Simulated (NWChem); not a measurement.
All runs are NWChem calculations. System: disulfane (H2S2), charge 0, spin multiplicity 1, at a geometry optimised with PBE0/def2-SVP. Level: HF/def2-SVPD.

Input file:

```
start mol
memory heap 200 mb stack 900 mb global 1100 mb
geometry units angstroms nocenter noautoz
  S      0.915485     0.485508     0.055298
  S     -0.915485    -0.485508     0.055298
  H      1.536619    -0.268029    -0.884768
  H     -1.536619     0.268029    -0.884768
  symmetry group C2
end
basis spherical
  * library def2-svpd
end
dft
  xc hfexch
  semidirect memsize 60000000 filesize 0
  iterations 100
end
property
  dipole
  response 1 0.0
end
task dft property
```

Part of the output:

```
             Northwest Computational Chemistry Package (NWChem) 7.3.0
             --------------------------------------------------------

                                NWChem Input Module
                                -------------------

 Scaling coordinates for geometry "geometry" by  1.889725989
 (inverse scale =  0.529177249)

 Turning off AUTOSYM since
 SYMMETRY directive was detected!

                             Geometry "geometry" -> ""
                             -------------------------

 Output coordinates in angstroms (scale by  1.889725989 to convert to a.u.)

  No.       Tag          Charge          X              Y              Z
 ---- ---------------- ---------- -------------- -------------- --------------
    1 S                   16.0000     0.91548500     0.48550800     0.05529800
    2 S                   16.0000    -0.91548500    -0.48550800     0.05529800
    3 H                    1.0000     1.53661900    -0.26802900    -0.88476800
    4 H                    1.0000    -1.53661900     0.26802900    -0.88476800

 Effective nuclear repulsion energy (a.u.)      84.4531456454

            Nuclear Dipole moment (a.u.)
            ----------------------------
        X                 Y               Z
 ---------------- ---------------- ----------------
     0.0000000000     0.0000000000     0.0000000000

      Symmetry information
      --------------------

 Group name             C2
 Group number              4
 Group order               2
 No. of unique centers     2

      Symmetry unique atoms

     1    3


 Summary of "ao basis" -> "" (spherical)
 ------------------------------------------------------------------------------
       Tag                 Description            Shells   Functions and Types
 ---------------- ------------------------------  ------  ---------------------
 *                         def2-svpd                  on all atoms

  xc_inp: hfexch multiplicative factor not found.
                              NWChem Property Module
                              ----------------------

                                 NWChem DFT Module
                                 -----------------

 Summary of "ao basis" -> "ao basis" (spherical)
 ------------------------------------------------------------------------------
       Tag                 Description            Shells   Functions and Types
 ---------------- ------------------------------  ------  ---------------------
 S                         def2-svpd                11       27   5s4p2d
 H                         def2-svpd                 4        8   2s2p

 Summary of "ao basis" -> "ao basis" (spherical)
 ------------------------------------------------------------------------------
       Tag                 Description            Shells   Functions and Types
 ---------------- ------------------------------  ------  ---------------------
 S                         def2-svpd                11       27   5s4p2d
 H                         def2-svpd                 4        8   2s2p

            General Information
            -------------------
          SCF calculation type: DFT
          Wavefunction type:  closed shell.
          No. of atoms     :     4
          No. of electrons :    34
           Alpha electrons :    17
            Beta electrons :    17
          Charge           :     0
          Spin multiplicity:     1
          Use of symmetry is: off; symmetry adaption is: off
          Maximum number of iterations: 100
          AO basis - number of functions:    70
[...]
    12     -0.384524  1 S  px                39     -0.384524  2 S  px
     4      0.207008  1 S  s                 31     -0.207008  2 S  s

 Vector   19  Occ=0.000000D+00  E= 7.766031D-02
              MO Center=  1.1D-07,  5.5D-08, -1.1D+00, r^2= 9.8D+00
   Bfn.  Coefficient  Atom+Function         Bfn.  Coefficient  Atom+Function
  ----- ------------  ---------------      ----- ------------  ---------------
     5      0.977972  1 S  s                 32      0.977972  2 S  s
    56     -0.814467  3 H  s                 64     -0.814467  4 H  s
    15      0.399451  1 S  px                42     -0.399451  2 S  px
    17     -0.305825  1 S  pz                44     -0.305825  2 S  pz
    61     -0.236360  3 H  py                69      0.236360  4 H  py

 Vector   20  Occ=0.000000D+00  E= 1.076535D-01
              MO Center= -1.4D-07, -9.4D-08, -1.9D-01, r^2= 1.3D+01
   Bfn.  Coefficient  Atom+Function         Bfn.  Coefficient  Atom+Function
  ----- ------------  ---------------      ----- ------------  ---------------
     5      2.334719  1 S  s                 32     -2.334719  2 S  s
    16     -1.074825  1 S  py                43     -1.074825  2 S  py
    56     -0.974441  3 H  s                 64      0.974441  4 H  s
    17     -0.482684  1 S  pz                44      0.482684  2 S  pz
     4      0.470568  1 S  s                 31     -0.470568  2 S  s

 center of mass
 --------------
 x =   0.00000000 y =   0.00000000 z =   0.05021142

 moments of inertia (a.u.)
 ------------------
          60.509663899098         -98.530763009352           0.000000000000
         -98.530763009352         214.544525436116           0.000000000000
           0.000000000000           0.000000000000         262.720841849106

     Multipole analysis of the density
     ---------------------------------

     L   x y z        total         alpha         beta         nuclear
     -   - - -        -----         -----         ----         -------
     0   0 0 0     -0.000000    -17.000000    -17.000000     34.000000

     1   1 0 0     -0.000000     -0.000000     -0.000000      0.000000
     1   0 1 0     -0.000000     -0.000000     -0.000000      0.000000
     1   0 0 1     -0.510989     -0.255494     -0.255494      0.000000

     2   2 0 0    -18.415737    -65.527133    -65.527133    112.638528
     2   1 1 0     -0.707319    -24.278884    -24.278884     47.850449
     2   1 0 1      0.000000      0.000000      0.000000      0.000000
     2   0 2 0    -21.696098    -24.572820    -24.572820     27.449542
     2   0 1 1      0.000000      0.000000      0.000000      0.000000
     2   0 0 2    -20.603721    -13.272059    -13.272059      5.940396

 *** CALLING NEW AORESP DRIVER FOR CLOSED AND OPEN SHELLS ***
 Entering AOResponse driver routine

--------------------------------------------------------------------------------

          ****************
          *** RESPONSE ***
          ****************

 Response module for NWChem and dynamic CPKS solver

          -----------------------------------------------
          Solving response equations for perturbing field
          -----------------------------------------------

 number of frequencies:     1
 frequency in a.u.:  0.0000000E+00
 Perturbing field: electric
 Using El. Dipole Length Gauge

 Setting up CPKS with frequency omega =      0.00000000 a.u.

 STATIC response

                                NWChem CPHF Module
                                ------------------

  scftype          =     RHF
  nclosed          =       17
  nopen            =        0
  variables        =      901
  # of vectors     =        3
  tolerance        = 0.10D-03
  level shift      = 0.00D+00
  max iterations   =       50
  max subspace     =       30

 SCF residual:    7.2543206020350180E-005

Iterative solution of linear equations
  No. of variables      901
  No. of equations        3
  Maximum subspace       30
        Iterations       50
       Convergence  1.0D-04

   iter   nsub   residual    time
   ----  ------  --------  ---------
     1      3    1.06D+00       1.3
     2      6    5.45D-01       1.6
     3      9    1.05D-01       2.0
     4     12    2.59D-02       2.4
     5     15    6.16D-03       2.8
     6     18    1.35D-03       3.2
     7     21    3.48D-04       3.6
     8     24    7.37D-05       4.0

 Electric Dipole Response Matrix (nonzero elements):

              1        2        3
    1   52.8919   5.8943   0.0000
    2    5.8943  38.7416  -0.0000
    3    0.0000  -0.0000  36.7099

 ------------------------------------------
 average:        42.78115 + I       0.00000

 DFT Linear Response polarizability / au
 Frequency  =       0.0000000 / au
 Wavelength = -999999.0000000 / nm
              X              Y              Z
 -----------------------------------------------
 X      52.8919061      5.8942701      0.0000000
 Y       5.8943200     38.7416164     -0.0000001
 Z       0.0000000     -0.0000001     36.7099349
 -----------------------------------------------
 Eigenvalues =      55.0254579     36.6080646     36.7099349
 Isotropic   =      42.7811525
 Anisotropic =      18.3666701
 -----------------------------------------------

 Magnetic Dipole Response Matrix (nonzero elements):
 Optical rotation tensor Beta

 *** static G'=0. Use GPRIME input with finite omega
 *** or better ORBETA without GPRIME for small or zero freq.

 zero matrix

 ------------------------------------------
 average:         0.00000 + I       0.00000

 Exiting AOResponse driver routine

          -------------
          Dipole Moment
          -------------

 Center of charge (in au) is the expansion point
         X =       0.0000000 Y =       0.0000000 Z =       0.0000000

   Dipole moment        0.5109886419 A.U.
             DMX       -0.0000000401 DMXEFC        0.0000000000
             DMY       -0.0000000280 DMYEFC        0.0000000000
             DMZ       -0.5109886419 DMZEFC        0.0000000000
   -EFC- dipole         0.0000000000 A.U.
   Total dipole         0.5109886419 A.U.

   Dipole moment        1.2988133928 Debye(s)
             DMX       -0.0000001020 DMXEFC        0.0000000000
             DMY       -0.0000000713 DMYEFC        0.0000000000
             DMZ       -1.2988133928 DMZEFC        0.0000000000
   -EFC- dipole         0.0000000000 DEBYE(S)
   Total dipole         1.2988133928 DEBYE(S)

 1 a.u. = 2.541766 Debyes

 Task  times  cpu:        4.0s     wall:        4.0s

 Total times  cpu:        4.0s     wall:        4.0s
```
